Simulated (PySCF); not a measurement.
All values below come from PySCF with PBE-D3(BJ)/def2-TZVP // CAM-B3LYP-D3(BJ)/def2-TZVP. Gas-phase values, no solvent. One relaxed conformer stands for a flexible species; it need not be the lowest. 

Reference species (SMILES): `SB(S)S` (neutral, multiplicity 1).

| Quantity | Result |
|---|---|
| LUMO | -1.58 eV |
| HOMO | -6.36 eV |
| HOMO–LUMO gap | 4.78 eV |

Changed species: `B` (3 of 3 SH replaced by H; the reference has 0 of 3 SH replaced by H).

Predict the effect on the LUMO, HOMO and HOMO–LUMO gap.

the LUMO drops by 1.46 eV, to -3.04 eV; the HOMO falls by 2.12 eV, to -8.48 eV; the HOMO–LUMO gap increases by 0.66 eV, to 5.44 eV.
